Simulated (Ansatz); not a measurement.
Z-matrix (Å, degrees):
```
C
Al 1 1.946
H 1 1.093 2 111.3
H 1 1.094 2 110.0 3 -119.0
H 1 1.093 2 111.5 3 121.2
C 2 1.965 1 138.3 3 -164.1
Si 2 2.340 1 166.8 3 75.8
C 6 1.340 2 116.8 1 -23.9
F 7 1.609 2 137.9 1 26.1
H 7 1.486 2 113.4 1 -133.6
H 8 1.091 6 122.9 2 -122.1
H 8 1.090 6 122.1 2 59.1
```

Charge 0, multiplicity 1.

**Question.** List the ωB97M-V/def2-TZVPP orbital energies in eV (Ansatz 0.2.0). (Best estimate.)

**Answer.** Computed: Occupied: -1807.23, -1532.23, -676.93, -281.98, -281.24, -281.13, -148.18, -116.83, -102.34, -102.29, -102.26, -76.48, -76.35, -76.27, -35.41, -23.99, -22.22, -19.32, -16.93, -15.13, -15.02, -14.77, -14.52, -14.03, -14.01, -12.90, -11.96, -10.69, -8.92, -8.24. Lowest empty: 0.11, 0.91, 1.49, 1.98, 2.75, 2.83, 3.71, 3.86.
